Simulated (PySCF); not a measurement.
C₅H₁₀O₂, charge +1, doublet, at a GFN2-xTB geometry (a state made from the parent by changing its charge; the spin is typed, not shown lowest). Base run: DF-TPSS/STO-3G (PySCF).

Here is a job for PySCF.
```python
from pyscf import gto, scf, dft

mol = gto.Mole()
mol.atom = '''
    C    -0.806352    0.198690    1.531121
    C    -0.637274    0.164710    0.030526
    C    -1.548476   -0.812213   -0.661310
    C    -0.549972    1.508840   -0.655866
    C     0.934292   -0.368076   -0.119253
    O     1.726726    0.436173    0.491774
    O     1.115865   -1.357051   -0.732511
    H    -0.154168    0.926801    2.006921
    H    -1.844276    0.474096    1.743707
    H    -0.662128   -0.779148    1.991305
    H    -2.580120   -0.468039   -0.568159
    H    -1.500896   -1.803148   -0.215030
    H    -1.330206   -0.893609   -1.723709
    H     0.098923    2.203741   -0.128479
    H    -0.235023    1.429103   -1.696561
    H    -1.558815    1.933012   -0.683790
    H     2.672678    0.192508    0.448373
'''
mol.basis = 'sto-3g'
mol.charge = 1
mol.spin = 1
mol.verbose = 4
mol.build()

mf = dft.UKS(mol)
mf.xc = 'tpss'
mf = mf.density_fit(auxbasis='def2-universal-jkfit')
mf.kernel()
mf.analyze()
```

Each row names what was changed in the base input (with any setting that the change needs).

```json
[
 {"change": "base", "basis functions": "45", "E (Eh)": "-342.38592", "HOMO (eV)": "-11.93", "core-seconds (rough)": "30"},
 {"change": "basis = LANL2DZ", "basis functions": "83", "E (Eh)": "-346.66861", "HOMO (eV)": "-13.01", "core-seconds (rough)": "40"},
 {"change": "basis = 3-21G", "basis functions": "83", "E (Eh)": "-344.82819", "HOMO (eV)": "-12.87", "core-seconds (rough)": "40"},
 {"change": "basis = pcseg-0", "basis functions": "83", "E (Eh)": "…", "HOMO (eV)": "…", "core-seconds (rough)": "40"},
 {"change": "basis = def2-SV(P)", "basis functions": "…", "E (Eh)": "…", "HOMO (eV)": "…", "core-seconds (rough)": "60"},
 {"change": "basis = 6-31+G*", "basis functions": "146", "E (Eh)": "-346.72705", "HOMO (eV)": "-13.00", "core-seconds (rough)": "80"},
 {"change": "basis = 6-31G**", "basis functions": "148", "E (Eh)": "-346.73773", "HOMO (eV)": "-12.87", "core-seconds (rough)": "90"},
 {"change": "basis = 6-311G**", "basis functions": "186", "E (Eh)": "-346.82412", "HOMO (eV)": "-12.96", "core-seconds (rough)": "100"},
 {"change": "basis = 6-311+G(2d,p)", "basis functions": "249", "E (Eh)": "-346.83514", "HOMO (eV)": "-12.98", "core-seconds (rough)": "200"},
 {"change": "basis = aug-pcseg-1", "basis functions": "251", "E (Eh)": "…", "HOMO (eV)": "…", "core-seconds (rough)": "100"},
 {"change": "basis = aug-cc-pVDZ", "basis functions": "251", "E (Eh)": "-346.77402", "HOMO (eV)": "-12.93", "core-seconds (rough)": "100"}
]
```

What belongs in the gaps?


- basis = pcseg-0, E (Eh): -345.77369
- basis = pcseg-0, HOMO (eV): -13.24
- basis = def2-SV(P), basis functions: 118
- basis = def2-SV(P), E (Eh): -346.44753
- basis = def2-SV(P), HOMO (eV): -13.03
- basis = aug-pcseg-1, E (Eh): -346.68022
- basis = aug-pcseg-1, HOMO (eV): -12.99

Totals compare only among sets that treat the same electrons; sets with core potentials leave the core out.

Open shells are given as the SCF converged; they aren't shown to be the lowest states, and a large step between rows can be another state.
